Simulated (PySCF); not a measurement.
Compound: B2ClH4N.
Numbering: `[BH2:1][NH:2][BH:3][Cl:4]`

A calculation gives these core lines: B 1s: 196.49 (area 1), 197.63 (area 1) eV; N 1s: 405.80 eV; Cl 1s: 2828.97 eV; Cl 2p3/2: 206.37 eV.

Theory: delta-SCF UKS SCAN, pcX-2 on the ionised atom, pcseg-1 elsewhere, spin-free X2C (PySCF). The structure is a single PBE0-D3(BJ)/def2-SVP conformer in the gas phase; no vibrational or solvent corrections.

Q: Assign the B 1s lines to atoms.

A: 196.49 eV: B1 (three-coordinate boron); 197.63 eV: B3 (three-coordinate boron). The listed B 1s values span 1.14 eV, from B1 (bonded to N and 2 H) to B3 (bonded to Cl, N and H).

Bonded neighbours of each site: B1: N and 2 H; N2: H and 2 B; B3: Cl, N and H; Cl4: B.

Q: What is the longest wavelength that can ionise N 1s of N2 (atom 2) vertically?

A: λ = hc/E = 12398.42 eV Å / 405.80 eV = 30.553 Å.

The unrestricted hole states depart most from a pure doublet (⟨S²⟩ = 0.75; over 0.85 named) for B 1s of B1 (0.87), which makes this value less certain. For 2p shells one spin-free hole was relaxed; a mean-field spin–orbit operator and the ground-state splitting of the three 2p orbitals were then diagonalised within the shell. The shell's mean is (2 × 2p3/2 + 2p1/2)/3, and the degeneracies 2j + 1 give areas of 2:1. 2p1/2 minus 2p3/2 (ligand field included): Cl 1.65 eV.

Shape of the structure used: `[BH2:1][NH:2][BH:3][Cl:4]`: B1–N2–B3–Cl4 180°.
